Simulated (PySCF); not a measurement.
Gas-phase reaction: SnF3 + 5 H ⇌ SnH2 + 3 HF

Method: PySCF energies plus ideal-gas RRHO corrections (1 bar). † marks an energy on the PBE0/def2-TZVP geometry and frequencies; other levels use their own. Open shells (unrestricted): SnF3 (multiplicity 2), H (multiplicity 2); the rest are closed-shell singlets. B3LYP is the form with VWN-RPA correlation. Sn: scalar-relativistic def2 core potential, no spin-orbit coupling. SnF3, SnH2: computed as isolated molecules; such fragments, hydroxides, amides, oligomers or adducts are transient or little studied in the gas. The harmonic model lacks anharmonicity and excited electronic states, which grow with temperature; levels with a mode under 35 cm⁻¹ are left out.

```
level             ΔE electronic, kJ  ΔH°(298 K), kJ  ΔS°(298 K), J/K  ΔG°(2500 K), kJ
----------------  -----------------  --------------  ---------------  ---------------
B3LYP/def2-TZVP†              -1021            -946             -139             -451
BLYP/def2-TZVP†                -989            -914             -139             -419
HF/def2-TZVP†                  -758            -683             -139             -188
PBE/def2-SVP                   -921            -850             -142             -348
PBE/def2-TZVP†                 -952            -876             -139             -381
```
ΔH° is lowest at B3LYP/def2-TZVP† and highest at HF/def2-TZVP†. No reference value is set beside these.
